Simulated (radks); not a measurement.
Ionisation of the niobium ion Nb+, [Kr] 4d4, to [Kr] 4d3 as the strength of local exchange is varied. Method: Dirac Kohn-Sham, Slater X-alpha exchange (alpha = 2/3 is LDA exchange), no correlation, spin-unpolarised, spherical densities, finite nucleus; open shells fill j = l - 1/2 first; Fermi nuclear charge, rms radius 4.324 fm; computed with a radial shooting solver on a logarithmic mesh with Libxc functionals.

alpha,E(Nb+) (hartree),exchange (hartree),IE (eV),-e of the level emptied (eV),<r> of it (bohr)
0.602,-3801.28345,-99.78267,12.334,7.831 (4d3/2),2.152
0.639,-3807.42117,-106.08458,12.747,8.166 (4d3/2),2.119
0.667,-3812.07244,-110.86659,13.066,8.427 (4d3/2),2.095
0.711,-3819.39289,-118.40378,13.580,8.850 (4d3/2),2.059
0.75,-3825.89305,-125.10755,14.049,9.239 (4d3/2),2.027
0.916,-3853.68192,-153.88351,16.177,11.037 (4d3/2),1.906

NIST Atomic Spectra Database: 14.320 eV (semi-empirical). The Delta-SCF value meets it near alpha = 0.77. Spin polarisation and multiplet splitting are left out, so open shells lie too high by an amount that depends on their filling.

Beside tabulated values, note that spin-unpolarised runs miss the spin-polarisation part of the exchange energy of open shells.
